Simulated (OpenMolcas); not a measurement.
**Pd2+: ligand-field states by method**

Pd2+ with 4 ligands (chloride) in tetrahedral coordination (Td) at 2.4 Å. A charge of +0.5 e stands 2.6 Å behind each ligand. Ligand basis ANO-RCC-VDZP.

```yaml
Program: OpenMolcas
Basis: ANO-RCC-VDZP [6s5p3d1f]
Scalar_Hamiltonian: DKH2, point nucleus
Active_space: 8 electrons in 5 orbitals (4d)
State_averaging: 2S+1 = 3 even, 10 roots; 2S+1 = 1 even, 15 roots
Spin-orbit_coupling: state interaction with AMFI integrals over the reference wave functions
```

I. CASSCF
II. SS-CASPT2, IPEA 0.25 Eh, imaginary shift 0.1 Eh (closed shells correlated: 4s 4p and the ligand valence shells)
III. SS-CASPT2, IPEA 0.5 Eh, imaginary shift 0.1 Eh (closed shells correlated: 4s 4p and the ligand valence shells)

Spin-free states (labels of Td) in cm-1, each column counted from its own energy of the first state listed:

| State | Degeneracy | I | II | III |
| --- | --- | --- | --- | --- |
| 3T1 | 3 | 0 | 0 | 0 |
| 3T2 | 3 | 4193 | 5090 | 5400 |
| 3A2 | 1 | 9054 | 12750 | 12210 |
| 1E | 2 | 10958 | 6170 | 6230 |
| 1T2 | 3 | 11363 | 5380 | 5730 |
| 3T1 | 3 | 15365 | 14230 | 14340 |
| 1T2 | 3 | 18121 | 13040 | 13560 |
| 1A1 | 1 | 19479 | 12580 | 14220 |
| 1T1 | 3 | 19636 | 15340 | 15670 |
| 1E | 2 | 23070 | 21620 | 21420 |
| 1A1 | 1 | 42926 | 32900 | 33970 |

From I to II, I's first state of the same spin (3T2) moves from 4193 to 5090 cm-1, by about +900 cm-1.

From I to II, I's first state of another spin (1E) moves from 10958 to 6170 cm-1, by about -4800 cm-1. In II another state of that kind comes below it.

I: A least-squares ligand-field fit to the states below 45000 cm-1, each weighted by its degeneracy and with a free common offset, gives 10Dq = -5194 cm-1 (negative for this site), B = 788 cm-1 and C = 3041 cm-1 (C/B = 3.86), with an rms deviation of 218 cm-1. The same method and metal basis give the free ion B = 935 cm-1 (fit to its terms below 60000 cm-1, rms deviation 8 cm-1), so the nephelauxetic ratio is β = 788 / 935 = 0.84; it hangs on how both fits weigh the states, and computed free-ion B values tend to be too large, so β mixes covalency with correlation.

χT at 300 K: I 1.69, II 1.56, III 1.54 cm3 K/mol.

Roots that are degenerate in the reference are averaged as groups; the widest CASPT2 spread within a group is 1000 cm-1 (the 3-fold group of multiplicity 1 near 15300 cm-1 above the lowest state of its run, II). Shifts and gaps below about the spread of the groups concerned are not significant. Over all roots computed the reference weight is 0.70 to 0.73 in II, 0.71 to 0.73 in III; a low but even weight reflects the number of correlated electrons. An orbital triplet at a regular site is open to Jahn-Teller coupling, which can distort the site and quench the lowest spin-orbit gaps and is left out. Real 4d8 and 5d8 ions are as a rule square planar and diamagnetic. Ligand-to-metal charge-transfer states are missing. With no ligand orbital active B as a rule stays too high, so bands that hang on it stand too high and its fall with covalency is understated. Without dynamic correlation the repulsion within the d shell is too large (B by tens of per cent), so at a given field states of lower spin stand too high (holds for I). With metal d orbitals alone the field can be off either way by tens of per cent (holds for I). With one d shell and no ligand orbital active, 10Dq can be off by a tenth or more (holds for II; III). No measured value stands beside these numbers; the geometry was imposed, not optimised, and the real ion may take another.
